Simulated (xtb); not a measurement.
Cl2Zn, triplet, at a GFN2-xTB geometry (such geometries of metal compounds can be far from the true shape) (a higher spin typed on purpose: for a closed-shell molecule this is an excited state).

Here is a job for xtb.
```
$ xtb mol.xyz --gfn 1 --uhf 2 --alpb chcl3 --json

# file mol.xyz
3

Zn     0.26286815     0.91445661     0.50646119
Cl     0.72550465    -0.58604969    -1.34253574
Cl    -1.18938961    -1.02769727     0.44878070
```

Task: What is the computed partial charges in atom order (GFN1-xTB with ALPB(chcl3) in xtb)?

Result: Zn1 0.34, Cl2 -0.17, Cl3 -0.17

Task: Estimate the total energy that GFN1-xTB with ALPB(chcl3) returns for this input.

Result: -9.2722 Eh

Task: What dipole moment does GFN1-xTB with ALPB(chcl3) give?

Result: 3.63 D
